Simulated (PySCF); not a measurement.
# C₆ coefficients of unlike pairs at UHF

Calculated with PySCF 2.14 from the dipole response of each species, C₆(A,B) = (3/π) ∫ α_A(iu) α_B(iu) du, in atomic units, from isotropic polarisabilities. For ions this is the dispersion term alone; charge-induced terms of lower order in 1/R come first.

```tsv
species	configuration	basis	relativity	α (bohr³)	C₆ (like pair)
Fe²⁺	[Ar] 3d6 (5D)	def2-TZVPPD (6s6p4d2f1g)	none	2.576	6.597
As	[Ar] 3d10 4s2 4p3 (4S)	aug-cc-pVQZ-PP with one added diffuse shell each of s, p, d, f, g type with ECP10MDF (8s7p6d4f3g)	core potential	30.33	256.7
Sn	[Kr] 4d10 5s2 5p2 (3P)	def2-TZVPPD with the def2 core potential (28 electrons) (7s5p4d2f)	core potential	56.93	632.2
Pb	[Xe] 4f14 5d10 6s2 6p2 (3P)	aug-cc-pVTZ-PP with one added diffuse shell each of d, f type with ECP60MDF (6s5p5d3f)	core potential	62.93	735.4
```

(1) Estimate C₆ for Sn with Fe²⁺.

No spin-orbit coupling is included, so Pb, close to jj coupling, stand for model states.

The other pairs:

```json
{"pair": "Pb, Sn", "C₆": "681.4"}
{"pair": "As, Fe²⁺", "C₆": "33.62"}
{"pair": "Pb, Fe²⁺", "C₆": "53.71"}
{"pair": "Pb, As", "C₆": "429.2"}
{"pair": "Sn, As", "C₆": "398.2"}
```

Results:

(1) The integral gives 49.81. The combination rule 2 C_A C_B / (C_A α_B/α_A + C_B α_A/α_B) gives 47.83 and the geometric mean 64.58.
